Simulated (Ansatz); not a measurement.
Consider the ligand exchange at the Si–C bond: `CNC(=O)[SiH2]Cl` + `O[SiH2]S` → `O[SiH2]S[SiH2]Cl` + `CNC=O`.

Calculated with Ansatz (gas phase, PBE0-D4/def2-TZVP geometries, no zero-point term in ΔE). CCSD(T)/CBS is the MP2 limit (def2-TZVPP, def2-QZVPP) plus CCSD(T) − MP2 in def2-TZVPP, frozen cores. DFT in def2-TZVPP. B3LYP here is the variant with VWN-RPA as its local correlation; programs differ in this. One conformer a species, not always the lowest.

| level | ΔE (kcal/mol) | difference from CCSD(T)/CBS |
| --- | --- | --- |
| PBE-D4 | -16.9 | 0.8 |
| r2SCAN-D4 | -17.7 | 0.0 |
| PBE0-D4 | -18.4 | -0.7 |
| B3LYP-D4 | -17.3 | 0.4 |
| ωB97X-V | -17.6 | 0.1 |
| ωB97M-V | -17.8 | -0.1 |
| B2PLYP | -16.8 | 0.9 |
| PBE | -16.0 | 1.7 |
| r2SCAN | -17.6 | 0.1 |
| PBE0 | -17.6 | 0.1 |
| B3LYP | -15.8 | 1.9 |
| HF/def2-TZVPP | -18.6 | -0.9 |
| MP2/def2-TZVPP | -18.7 | -1.0 |
| SCS-MP2/def2-TZVPP | -18.0 | -0.3 |
| CCSD/def2-TZVPP | -17.3 | 0.4 |
| CCSD(T)/def2-TZVPP | -17.1 | 0.6 |
| HF/def2-QZVPP | -18.5 | -0.8 |
| MP2/def2-QZVPP | -19.1 | -1.4 |
| SCS-MP2/def2-QZVPP | -18.3 | -0.6 |
| HF/CBS(def2) | -18.5 | -0.8 |
| MP2/CBS(def2) | -19.3 | -1.6 |
| CCSD/CBS(def2) | -17.9 | -0.2 |
| CCSD(T)/CBS | -17.7 | 0 |

Largest T1 diagnostic among the species: 0.015.

The D4 term adds −1.5 kcal/mol with B3LYP and −0.8 kcal/mol with PBE0; it sums over pairs of atoms, weighted by their polarisabilities, and B3LYP, whose exchange is more repulsive, gets the larger term. From PBE to PBE0 (25 % exact exchange), in def2-TZVPP and without D4, ΔE moves by −1.5 kcal/mol.
